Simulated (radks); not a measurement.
Values are calculated unless marked as measured or tabulated.
Species: Au9+. Configuration: [Xe] 4f14 5d2 (the NIST ground configuration).

Code: a radial shooting solver on a logarithmic mesh with Libxc functionals. Model: Dirac Kohn-Sham, LB94 model potential, spin-unpolarised, spherical densities, finite nucleus; open shells fill j = l - 1/2 first; Fermi nuclear charge, rms radius 5.4371 fm.

Energy parts (Ry):
kinetic: 43799.7137
electron-nucleus: -95162.0147
Hartree: 14039.0078
(The LB94 potential has no energy functional, so no total or exchange-correlation energy is given.)

Orbitals (lengths in bohr, moments of r in powers of bohr; r(90%) holds 90 % of the orbital's charge):
orbital  occ.  eigenvalue (Ry)       <r^4>  r(90%)      <r>
1s1/2       2        -5956.040   4.228e-07  0.0308  0.01685
2s1/2       2        -1061.280  0.00006145   0.110  0.07035
2p1/2       2        -1019.356  0.00003642  0.0965  0.05784
2p3/2       4        -883.4001  0.00005650   0.108  0.06640
3s1/2       2        -260.0365    0.002232   0.269   0.1830
3p1/2       2        -240.9068    0.001942   0.261   0.1732
3p3/2       4        -210.9373    0.002679   0.282   0.1888
3d3/2       4        -178.8375    0.001776   0.256   0.1644
3d5/2       6        -172.3792    0.001957   0.262   0.1692
4s1/2       2        -65.56470     0.05066   0.584   0.4071
4p1/2       2        -57.39710     0.05392   0.595   0.4093
4p3/2       4        -50.24978     0.07374   0.643   0.4435
4d3/2       4        -36.78243     0.08751   0.673   0.4512
4d5/2       6        -35.44438     0.09613   0.689   0.4624
4f5/2       6        -18.15062      0.1610   0.779   0.4877
4f7/2       8        -17.86189      0.1696   0.789   0.4942
5s1/2       2        -19.45211       1.142    1.27   0.8965
5p1/2       2        -16.65938       1.481    1.36   0.9515
5p3/2       4        -15.23841       1.994    1.47    1.028
5d3/2       2        -11.13695       3.761    1.72    1.193
5d5/2       0        -10.92985       4.055    1.76    1.217
6s1/2       0         -8.95889       15.89    2.44    1.760
6p1/2       0         -7.95406       21.12    2.63    1.884
6p3/2       0         -7.51506       26.14    2.77    1.988

The highest occupied level is 5d3/2 at -151.53 eV. For comparison, the ionisation energy in NIST's Atomic Spectra Database is 149 eV (theoretical). In exact Kohn-Sham theory the highest level is minus the ionisation energy, but local and semilocal functionals leave it too shallow, through self-interaction and a potential that decays too fast; potentials with the right tail come closer. Summed over all electrons, <r^2> = 20.58 bohr^2, which gives a Langevin (diamagnetic) susceptibility term of -16.3 x 10^-6 cm^3/mol. The electron density at the nucleus is 2.145e+06 e/bohr^3. The density falls to 0.001 e/bohr^3 at r = 2.43 bohr.

Beside tabulated values, note that spin-unpolarised runs miss the spin-polarisation part of the exchange energy of open shells.
